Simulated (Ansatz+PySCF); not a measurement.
# singlet CuNH3(+): levels of theory in one basis

```csv
atom,x (Å),y (Å),z (Å)
N,0.0000,0.0000,-1.3028
H,0.8693,0.0000,-1.6671
H,-0.4347,0.7529,-1.6671
H,-0.4347,-0.7529,-1.6671
Cu,0.0000,0.0000,0.4869
```

Basis set: def2-SVP (spherical functions). Frozen core: 6 orbitals. Charge 1, multiplicity 1.

Computed with Ansatz (development build ahead of 0.2.0); each method stands on the lowest determinant of its kind that the runs found.

```json
{"method": "RHF", "E − E(RHF) (eV)": "0.00", "<S²> of the determinant": "0.00"}
{"method": "RHF-CCSD", "E − E(RHF) (eV)": "-14.24", "<S²> of the determinant": "–"}
{"method": "RHF-CCSD(T)", "E − E(RHF) (eV)": "-14.71", "<S²> of the determinant": "–"}
```

What does RHF-MP2 give on the same scale?

-14.98 eV.

Is a single determinant a sound starting point here?

By this sign, yes. Unrestricted orbitals gain 0.00 eV and <S²> is 0.00 against 0.00 for a pure state.
